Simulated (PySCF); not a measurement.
Start geometry of `[CH](/[GeH2][F])=C(\C#N)F` from a GFN2-xTB structure with every atom displaced at random (by about 0.01 Å) (Å):
```
atom  x, y, z in Å
N1     3.616   -0.391    0.090
C2     2.468   -0.216    0.253
C3     1.055   -0.039    0.415
F4     0.722    0.425    1.630
C5     0.150   -0.310   -0.506
Ge6   -1.737    0.066   -0.107
F7    -1.969    1.643   -0.794
H8     0.485   -0.665   -1.464
H9    -2.670   -0.787   -0.888
H10   -2.069    0.254    1.349
```

Problem. What comes out of this run: PBE0-D3(BJ)/def2-SVP geometry optimisation, gas phase (PySCF 2.14.0)?

Solution. 
```
atom  x, y, z in Å
N1     3.601   -0.475    0.072
C2     2.476   -0.270    0.253
C3     1.076   -0.025    0.462
F4     0.804    0.444    1.675
C5     0.130   -0.236   -0.457
Ge6   -1.749    0.124   -0.151
F7    -2.057    1.693   -0.845
H8     0.462   -0.619   -1.425
H9    -2.604   -0.873   -0.942
H10   -2.089    0.217    1.337
```

The energy falls by 0.109 eV over 7 energy and gradient evaluations, the largest force component goes from 0.0350 to 3.6e-04 Eh/bohr, and the atoms move by 0.083 Å rms after alignment. The bond that changes most is Ge6–H9 (ends: germanium bonded to C, F and 2 H; Ge–H hydrogen), which lengthens by 0.046 Å. Bonds longer at the end by more than 0.005 Å: 5 of 9; shorter: 3. Among the angles that change most is C3–C5–Ge6, from 118.6° to 123.3°. Rotational constants go from 4962, 797.8, 777.0 to 4935, 776.4, 753.1 MHz. The orientation of the end geometry is arbitrary; only internal coordinates are fixed.

The run used 131 basis functions and 55 SCF cycles in all. Time: 56 s; peak memory 0.54 GiB. Hardware: one thread, Arm Neoverse V1 (aarch64), shared host with 32 logical CPUs at a one-minute load of 13.

No PBE0-D3(BJ)/def2-SVP frequencies stand behind this structure, so it isn't proved a minimum. The numbers are those of one conformer.
